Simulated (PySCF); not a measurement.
PySCF input:

```python
from pyscf import gto, scf, dft

mol = gto.M(
    atom='''
    F    -1.12968485   -0.21998396    0.01408414
    C    -0.02344835    0.49606341    0.02044072
    F     1.14531708   -0.11072499   -0.02771129
    ''',
    basis='def2-tzvpd',
    charge=0,
    spin=2,
    verbose=4,
)

mf = dft.UKS(mol, xc='tpssh').density_fit(auxbasis='def2-universal-jkfit')
mf.grids.level = 3
mf.conv_tol = 1e-9
mf.max_cycle = 100
mf.max_memory = 1500
mf.kernel()
if not mf.converged:
    mf = mf.newton()
    mf.kernel(mf.make_rdm1())
for _ in range(2):
    mo, _, stable, _ = mf.stability(return_status=True)
    if stable:
        break
    mf.kernel(mf.make_rdm1(mo, mf.mo_occ))
mf.analyze()
```

Predict the final energy.

-237.72410 Eh (TPSSh/def2-TZVPD).

This is an excited triplet: at this geometry the singlet lies 2.05 eV lower at RI-MP2/CBS(aug-cc-pVTZ,aug-cc-pVQZ)+[CCSD(T)-MP2]/aug-cc-pVTZ.
